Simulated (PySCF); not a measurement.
Bond length, frequency and bond energy of CaAl by level of theory

State: ²Π (doublet), unpaired electrons π ↑. Set-up: basis Ca pcseg-1, Al pcseg-1; no relativity; PySCF 2.14. De refers to Ca + Al in their high-spin ground configurations, without counterpoise correction. The functionals are run spin-unrestricted. A positive dipole means Ca(−)Al(+). Levels whose curve was spin-contaminated or gave no clean fit are not listed.

```
       Level  Re (Å)  ωe (cm⁻¹)  De (eV)  μ (D)  CPU s a point (SCF and correlation, without the integrals)
    ROHF-MP2   3.324        138    0.258    n/a                                                        0.14
ROHF-SCS-MP2   3.371        124    0.196    n/a                                                         n/a
   ROHF-CCSD   3.323        142    0.237    n/a                                                         n/a
ROHF-CCSD(T)   3.270        159    0.312    n/a                                                         2.6
       B3LYP   3.197        171    0.475  -2.82                                                        0.95
```

Correlated steps freeze 10 core orbitals. The bond is weak. Basis-set superposition, not corrected here, can be much of De in a small basis, most of all at correlated wavefunction levels. Functionals without a dispersion term scatter widely for such bonds, and LDA overbinds them. The state was picked by a PBE0 search and need not be the measured ground state.

The whole job (state search and all levels along the bond) took about 2.6 min on 1 thread of Arm Neoverse N1 (shared host), peak memory 0.51 GiB.
